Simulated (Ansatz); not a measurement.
The cluster Pd2Se3: single points at one geometry.

```yaml
crystal:
  periodic: [false, false, false]
  atoms:
    - {symbol: Pd, position_ang: [-1.397168, -0.401214, -0.345121]}
    - {symbol: Pd, position_ang: [1.115005, -0.689976, 0.716122]}
    - {symbol: Se, position_ang: [0.659169, -0.880757, -1.801197]}
    - {symbol: Se, position_ang: [0.324265, 1.253691, -0.426485]}
    - {symbol: Se, position_ang: [-0.701272, 0.718266, 1.856681]}
basis:
  gaussian: {orbitals: def2-TZVP, initial_orbitals: start.molden}
correlation: {method: mp2}
scf: {omitted_lower_state_checks: [starts]}
output: {orbitals: {seedname: orbitals}}
```

The file start.molden holds the orbitals of an earlier run on this structure, at another level or in another basis.

```sh
$ ansatz run in.yaml --threads 4 --pin off --events-out ev --progress --plain --max-ram 4787MiB
```

It prints (some lines left out):

```
Functional definition: HF
1754 factors; integrals over basis functions are off by at most 5.5e-4 eV
mean field evaluation 1: about -202820.5168 eV, gradient 4.1e1 eV
mean field evaluation 2: about -202822.1473 eV, gradient 2.3e0 eV
mean field evaluation 4: about -202823.3348 eV, gradient 3.1e0 eV
mean field evaluation 8: about -202823.3737 eV, gradient 1.7e-3 eV
mean field -202823.37368043 eV, -7453.6215041356 hartree, gradient 2.8e-6 eV, S^2 0.000000; 0 other end points of the search recorded, 0 dependent functions left out; unrestricted orbitals would lower it
mean field evaluation 16: about -202824.4593 eV, gradient 2.3e0 eV
unrestricted determinant -202824.58195019 eV, -7453.6659072300 hartree, S^2 1.2416
27 core orbitals not correlated: weight in the atoms' cores, before any rotation towards them, 1.000 or more for the frozen orbitals, at most 0.000 for the correlated occupied ones
reference -202823.37368043 eV, -7453.6215041356 hartree; 42, 42 occupied and 155, 155 virtual orbitals, 1754 factors
second order -52.81221002 eV of doubles, -0.00000000 eV of singles
Total energy: -202876.18589046 eV, -7455.5623170565 hartree
Checks for a lower state left out: starts
```

It took 60 s on 4 threads of Arm Neoverse N1 on a shared host, peak host memory 1.3 GiB.

First input, but with `gaussian: {orbitals: def2-SVP, initial_orbitals: start.molden}`, `correlation: {method: ccsd_t}` (abridged; 6 min):

```
Functional definition: HF
mean field evaluation 16: about -202787.9325 eV, gradient 5.0e0 eV
mean field evaluation 32: about -202795.0355 eV, gradient 3.0e0 eV
mean field evaluation 64: about -202793.3287 eV, gradient 5.6e-1 eV
mean field evaluation 96: about -202792.0506 eV, gradient 2.3e-1 eV
mean field -202797.22261826 eV, -7452.6604703264 hartree, gradient 4.7e-6 eV, S^2 0.000000; 1 other end points of the search recorded, 0 dependent functions left out; unrestricted orbitals would lower it
mean field evaluation 128: about -202797.1896 eV, gradient 6.6e-1 eV
mean field evaluation 160: about -202797.8710 eV, gradient 1.3e-1 eV
determinant -202797.22261826 eV, -7452.6604703264 hartree, with singles and doubles -202836.99390978 eV, -7454.1220383320 hartree
determinant -202795.13013224 eV, -7452.5835728836 hartree, with singles and doubles -202835.14291867 eV, -7454.0540156633 hartree
unrestricted determinant -202798.43728303 eV, -7452.7051084334 hartree, S^2 1.2309
27 core orbitals not correlated: weight in the atoms' cores, before any rotation towards them, 1.000 or more for the frozen orbitals, at most 0.000 for the correlated occupied ones
second order -42.81002795 eV of doubles, -0.00000000 eV of singles
cycle   1  -39.76713399 eV  change    4.2e-3 eV  update   9.2e-3
cycle   2  -39.77284666 eV  change   -5.7e-3 eV  update   6.2e-3
cycle   3  -39.76633336 eV  change    6.5e-3 eV  update   6.0e-3
cycle   4  -39.77775420 eV  change   -1.1e-2 eV  update   2.1e-3
cycle   5  -39.78266248 eV  change   -4.9e-3 eV  update   1.9e-3
cycle   6  -39.77681252 eV  change    5.8e-3 eV  update   1.1e-3
cycle   7  -39.77627632 eV  change    5.4e-4 eV  update   8.7e-4
cycle   8  -39.77770790 eV  change   -1.4e-3 eV  update   3.7e-4
cycle   9  -39.77759775 eV  change    1.1e-4 eV  update   2.9e-4
cycle  10  -39.77754777 eV  change    5.0e-5 eV  update   1.3e-4
cycle  11  -39.77769268 eV  change   -1.4e-4 eV  update   9.2e-5
cycle  12  -39.77758484 eV  change    1.1e-4 eV  update   5.8e-5
cycle  13  -39.77752305 eV  change    6.2e-5 eV  update   4.1e-5
perturbative correction -2.08525059 eV, -0.0766315457 hartree
Total energy: -202839.08539190 eV, -7454.1988988822 hartree
Checks for a lower state left out: starts
```

First input, but with `gaussian: {orbitals: def2-SVP, initial_orbitals: start.molden}`, `hamiltonian: {xc: pbe, dispersion: d4}` and without the key `correlation` (abridged; 4.4 s):

```
Functional definition: PBE
mean field -202959.95858544 eV, -7458.6409068139 hartree, gradient 6.3e-5 eV, S^2 0.000000
Total energy: -202960.36292137 eV, -7458.6557658853 hartree
Checks for a lower state left out: starts
```

The first input with `gaussian: {orbitals: def2-SVP, initial_orbitals: start.molden}`, `hamiltonian: {xc: pbe0, dispersion: d4}` and without the key `correlation` (abridged; 10 s):

```
Functional definition: PBE0
mean field -202963.56904932 eV, -7458.7735889142 hartree, gradient 2.7e-5 eV, S^2 0.000000
Total energy: -202963.91248994 eV, -7458.7862101242 hartree
Checks for a lower state left out: starts
```

First input, but with `hamiltonian: {xc: pbe, dispersion: d4}`, `output: {forces: true, orbitals: {seedname: orbitals}}` and without the key `correlation` (abridged; 10 s):

```
Functional definition: PBE
mean field -202985.99336676 eV, -7459.5976673803 hartree, gradient 1.1e-5 eV, S^2 0.000000
Total energy: -202986.39769952 eV, -7459.6125263355 hartree
Atom 0 force     0.284226     0.165203     0.034676 eV/Å
Atom 1 force    -0.185085     0.218724    -0.164791 eV/Å
Atom 2 force    -0.099170     0.171518     0.282575 eV/Å
Atom 3 force    -0.120538    -0.467211     0.158221 eV/Å
Atom 4 force     0.120567    -0.088234    -0.310682 eV/Å
Dipole moment:    -0.016395    -0.062604     0.021764 e Å
Checks for a lower state left out: starts
```

As the first input, with `hamiltonian: {xc: lda}` and without the key `correlation` (abridged; 4.5 s):

```
Functional definition: SPW92
mean field -202724.17971166 eV, -7449.9761930193 hartree, gradient 1.1e-5 eV, S^2 0.000000
Total energy: -202724.17975596 eV, -7449.9761946471 hartree
Checks for a lower state left out: starts
```

As the first input, with `gaussian: {orbitals: STO-3G}`, `hamiltonian: {xc: hf}` and without the key `correlation` (abridged; 5.5 s):

```
Functional definition: HF
mean field -459855.55104035 eV, -16899.3797994452 hartree, gradient 7.3e-5 eV, S^2 0.000000
Total energy: -459855.55104035 eV, -16899.3797994452 hartree
Checks for a lower state left out: starts
```

Geometry: PBE-D4/def2-SVP.

In the def2 sets Pd takes a core potential, while STO-3G treats all electrons; there is no spin–orbit coupling. Correlated methods freeze 27 core orbitals; core or outer-core shells of Pd, Se are correlated, in sets that lack core-valence functions. At MP2/def2-TZVP, CCSD(T)/def2-SVP the restricted singlet (for correlated methods, its reference) is unstable: a solution with broken spin symmetry lies lower. The restricted singlet is unstable towards broken spin symmetry in Hartree–Fock (as tested in another run); at PBE-D4/def2-SVP, PBE0-D4/def2-SVP, PBE-D4/def2-TZVP, LDA (SPW92)/def2-TZVP and others this wasn't settled. No other spin state of charge 0 was run. Another isomer (singlet) lies 0.18 eV lower at PBE-D4/def2-SVP; other spin states weren't run for this one.
